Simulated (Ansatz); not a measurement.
Reaction (ligand exchange at the Al–C bond): `[CH3][AlH][SiH2]C` + `O[SiH3]` → `C[SiH2][AlH][O][SiH3]` + CH₄

Program: Ansatz. Geometries: PBE0-D4/def2-TZVP. ΔE: electronic, gas phase. CCSD(T)/CBS adds triple-zeta CCSD(T) − MP2 to the extrapolated MP2 energy (def2 sets, frozen cores). This one scheme is used for every species. Functionals use def2-TZVPP. One conformer a species, not always the lowest.

CCSD(T)/CBS gives -174.5 kJ/mol.

Question: Another level gave -177.8 kJ/mol. Which?
A. HF/def2-TZVPP
B. PBE0/def2-TZVPP
C. MP2/def2-TZVPP
D. ωB97M-V/def2-TZVPP

Answer: C. MP2/def2-TZVPP -177.8, HF/def2-TZVPP -187.4, ωB97M-V -171.8, PBE0 -163.7 kJ/mol.

Largest T1 diagnostic among the species: 0.012.

The D4 term adds −4.8 kJ/mol with B3LYP and −3.0 kJ/mol with PBE0; it sums over pairs of atoms, weighted by their polarisabilities, and B3LYP, whose exchange is more repulsive, gets the larger term. In def2-TZVPP, CCSD(T) changes the Hartree–Fock value by +12.1 kJ/mol (the triples alone add +1.4 kJ/mol) and MP2 by +9.6 kJ/mol.

B3LYP here is the variant with VWN-RPA as its local correlation; programs differ in this.
